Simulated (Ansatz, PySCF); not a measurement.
Molecule: InO, net charge 0, doublet state. SMILES: [O]=[In]
Geometry: optimised at B3LYP-D3(BJ)/def2-TZVP (Ansatz, a first-principles code).

Unscaled harmonic wavenumbers (cm⁻¹) in rising order, each level at the stationary point that it reaches from this structure (no distance between atoms moves by over 0.3 Å); the order of modes can differ between levels, and a negative number is imaginary. B3LYP-D3(BJ)/def2-TZVP (PySCF, at the structure above): 569.

HF/3-21G (Ansatz): 614. Zero-point energy 0.9 against 0.8 kcal/mol; where all levels lie over 400 cm⁻¹, the wavenumbers are on average 1.078 times those of B3LYP-D3(BJ)/def2-TZVP.

B3LYP/6-31G* with LANL2DZ past Ar (Ansatz): 598. Zero-point energy 0.9 against 0.8 kcal/mol; where all levels lie over 400 cm⁻¹, the wavenumbers are on average 1.051 times those of B3LYP-D3(BJ)/def2-TZVP.
